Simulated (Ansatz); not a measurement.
System: SbF2 (charge +1, singlet). It need not be the lowest isomer of its formula. SMILES: [Sb+]([F])[F]
Geometry: optimised at B3LYP-D3(BJ)/def2-TZVP (Ansatz, a quantum-chemistry and plane-wave program).

Property: vertical triplet-singlet gap (E(triplet) - E(singlet); each state is the SCF solution reached for its spin), in kcal/mol. Correlated levels leave the core frozen unless marked. Open shells are spin-unrestricted. Spin-orbit coupling is left out. The frozen core is the preceding noble-gas configuration, with the filled d and f shells of earlier blocks. In def2 rows, elements after Kr have scalar-relativistic effective core potentials. Basis-set limits of correlation are two-point, X^-3; Hartree-Fock from the larger set. The bracket is a focal-point correction in the basis named.

```csv
level,program,vertical triplet-singlet gap (kcal/mol)
BHLYP/def2-TZVPD,Ansatz,91.3
CAM-B3LYP/def2-TZVPD,Ansatz,93.4
MP2/def2-SVPD,Ansatz,90.3
"RI-MP2/CBS(def2-TZVPPD,def2-QZVPPD)",Ansatz,92.8
CCSD(T)/def2-SVPD,Ansatz,90.0
CCSD(T)/def2-TZVPPD,Ansatz,90.5
"RI-MP2/CBS(def2-TZVPPD,def2-QZVPPD)+[CCSD(T)-MP2]/def2-TZVPPD",Ansatz,92.0
```
